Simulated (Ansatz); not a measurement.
`[CH3][AlH][CH2]N[SiH3]` → `[CH3][AlH][NH][SiH2]C`  (isomerisation)

Computed with Ansatz on PBE0-D4/def2-TZVP structures; ΔE is electronic, products minus reactants. CCSD(T)/CBS is the MP2 limit (def2-TZVPP, def2-QZVPP) plus CCSD(T) − MP2 in def2-TZVPP, frozen cores. DFT in def2-TZVPP. Each species was taken in one conformer, which may not be the lowest.

```
             level  ΔE (kJ/mol)  difference from CCSD(T)/CBS
            PBE-D4       -187.8                         15.7
         revPBE-D4       -185.5                         18.0
         r2SCAN-D4       -202.3                          1.2
        r2SCANh-D4       -202.6                          0.9
           ωB97X-V       -196.2                          7.3
               PBE       -191.3                         12.2
            revPBE       -194.9                          8.6
            r2SCAN       -203.2                          0.3
             BHLYP       -209.1                         -5.6
         CAM-B3LYP       -205.0                         -1.5
           LC-ωPBE       -196.6                          6.9
      MP2/def2-SVP       -200.9                          2.6
    MP2/def2-TZVPP       -208.8                         -5.3
   CCSD/def2-TZVPP       -205.2                         -1.7
SCS-MP2/def2-QZVPP       -207.5                         -4.0
    CCSD/CBS(def2)       -205.5                         -2.0
       CCSD(T)/CBS       -203.5                            0
```

Largest T1 diagnostic among the species: 0.011.

Leaving LDA and LC-ωPBE aside and taking each functional with its dispersion term where it has one, the values, not all of them listed here, spread over 22.2 kJ/mol, from B2PLYP to revPBE-D4. LDA lies +10.4 kJ/mol from PBE without D4. From BLYP to BHLYP (50 % exact exchange), in def2-TZVPP and without D4, ΔE moves by −5.3 kJ/mol.

CCSD(T)/CBS has its own doubt, a few kJ/mol and more with outer-core shells, so smaller differences from it don't rank the levels.
